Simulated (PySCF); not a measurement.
# Two-component Hartree-Fock for K¹⁰⁺ (potassium, charge +10)

Start: [He] 2s2 2p5; 2p1/2 filled at m_j = +1/2; 2p3/2 filled at m_j = -3/2, -1/2, +1/2, +3/2. Calculated with PySCF 2.14 in an uncontracted even-tempered set (18 s from 1.4 bohr⁻², ratio 2.4; 11 p from 1.9 bohr⁻², ratio 2.4; 5 d from 10 bohr⁻², ratio 2.6; 5 f from 16 bohr⁻², ratio 2.6): generalised Hartree-Fock with the X2C-1e Hamiltonian and a Gaussian nucleus; one run each with spin-orbit coupling (SO) screened by Boettger's factors, then bare. This is a chosen level, not necessarily the ground level.

```csv
spinor shell,electrons,"ε, screened SO (eV)","ε, bare SO (eV)",weight of nominal j (bare SO),"rms radius, bare SO (bohr)"
1s1/2,2,-3939.1,-3939.1,1.000,0.0935
2s1/2,2,-645.06,-645.07,1.000,0.405
2p1/2,1,-576.66,-576.94,1.000,0.367
2p3/2,4,-569.51,-569.40,1.000,0.370
```

```
   quantity  screened SO     bare SO
E (hartree)   -554.86228  -554.85393
        M_J          1/2         1/2
       ⟨J²⟩        0.753       0.752
       ⟨L²⟩        2.001       2.001
       ⟨S²⟩        0.750       0.750
```

Each row is a mean over spinors that exchange with the open shell spreads, by up to 5.227 eV (2s1/2).
